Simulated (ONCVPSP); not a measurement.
## Logarithmic derivatives: Sr, ONCV

* Element: Sr
* Generator: ONCVPSP 4.0.1
* Type: optimised norm-conserving Vanderbilt (ONCV)
* Functional: revPBE
* Relativity: scalar-relativistic
* Frozen core: [Ar] 3d10
* Valence charge: 10
* Reference configuration: 4s2 4p6 5s2
* Partial waves: 4s+5s: rc 2.15 bohr, ncon 3, nbas 6, qcut 6.7 1/bohr, 2 projectors; 4p: rc 2.05 bohr, ncon 5, nbas 9, qcut 6.7 1/bohr, 1 projector; d scattering state at 0.21 Ha: rc 2.00 bohr, ncon 4, nbas 7, qcut 4.1 1/bohr, 2 projectors, debl 1 Ha
* Local potential: polynomial inside 1.60 bohr (lpopt 5, dvloc0 1 Ha)
* Core correction: polynomial model core, fcfact 0.5

In the d channel the program set the typed energies aside and used 0.050, 1.050 Ha.

The phase is arctan(r·R′/R) of the radial function R(r), unwrapped; energies in Ha, scanned from -3 to 5 Ha. A pole is an energy at which the radial function vanishes at the test radius. The pseudo phase is shifted by a multiple of π to meet the all-electron one at the reference energy, and phase errors are pseudo minus all-electron; the curves can meet again beyond the range given. Levels narrower than the energy grid can be missing from the lists of poles.

Problem. For each channel, where are the poles, and over which energies does the pseudopotential scatter like the atom?

Solution.

```json
{"channel": "s", "radius (bohr)": "2.18", "reference energy (Ha)": "-0.13", "poles, all-electron": "-1.23, 3.90", "poles, pseudo": "-1.23, 3.82", "unbroken range about the reference energy with phases within 0.05 rad": "the whole range", "phase error 1 Ha above the reference energy (rad)": "-0.001"}
{"channel": "p", "radius (bohr)": "2.08", "reference energy (Ha)": "-0.84", "poles, all-electron": "-0.25", "poles, pseudo": "-0.25, 4.64", "unbroken range about the reference energy with phases within 0.05 rad": "below 1.2", "phase error 1 Ha above the reference energy (rad)": "-0.003"}
{"channel": "d", "radius (bohr)": "2.03", "reference energy (Ha)": "0.05", "poles, all-electron": "1.33", "poles, pseudo": "1.33", "unbroken range about the reference energy with phases within 0.05 rad": "below 3.5", "phase error 1 Ha above the reference energy (rad)": "-0.000"}
```

Phases in the d channel:

```tsv
E (Ha)	all-electron	pseudo
-2.98	1.302	1.302
-2.76	1.287	1.287
-2.54	1.269	1.269
-2.32	1.248	1.248
-2.10	1.223	1.222
-1.88	1.191	1.191
-1.66	1.150	1.150
-1.44	1.096	1.096
-1.22	1.020	1.020
-1.00	0.907	0.907
-0.78	0.726	0.726
-0.56	0.417	0.417
-0.34	-0.077	-0.077
-0.12	-0.613	-0.613
0.10	-0.980	-0.980
0.32	-1.196	-1.196
0.54	-1.330	-1.330
0.76	-1.421	-1.421
0.98	-1.488	-1.488
1.20	-1.542	-1.542
1.42	-1.589	-1.589
1.64	-1.632	-1.632
1.86	-1.675	-1.675
2.08	-1.720	-1.720
2.30	-1.773	-1.772
2.52	-1.839	-1.837
2.74	-1.928	-1.926
2.96	-2.065	-2.059
3.18	-2.301	-2.287
3.40	-2.744	-2.708
3.62	-3.397	-3.342
3.84	-3.900	-3.857
4.06	-4.170	-4.140
4.28	-4.319	-4.297
4.50	-4.412	-4.394
4.72	-4.475	-4.460
4.94	-4.521	-4.507
```
